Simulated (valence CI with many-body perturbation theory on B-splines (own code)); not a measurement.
Which ion has this spectrum?

A relativistic CI+MBPT calculation for an atom or ion with 51 electrons gives these levels (cm⁻¹):

| J | Parity | E | g |
| --- | --- | --- | --- |
| 5/2 | odd | 0.0 | 0.57 |
| 7/2 | odd | 32591 | 0.90 |
| 5/2 | odd | 44839 | 0.99 |
| 3/2 | odd | 48634 | 0.90 |
| 1/2 | odd | 53938 | -0.39 |
| 9/2 | odd | 54691 | 1.05 |
| 11/2 | odd | 68084 | 1.10 |
| 7/2 | odd | 70063 | 1.24 |
| 15/2 | odd | 70253 | 1.03 |
| 13/2 | odd | 75504 | 1.10 |
| 9/2 | odd | 86778 | 1.27 |
| 5/2 | odd | 94089 | 1.08 |
| 11/2 | odd | 100691 | 1.21 |
| 15/2 | odd | 102630 | 1.09 |

The energies are calculated, and their last digits are not significant.

Q: Which is it?
A. Bi32+
B. Tl30+
C. Hg29+
D. Rn35+

A: A. Bi32+, ground level (4f5/2^5) J=5/2.
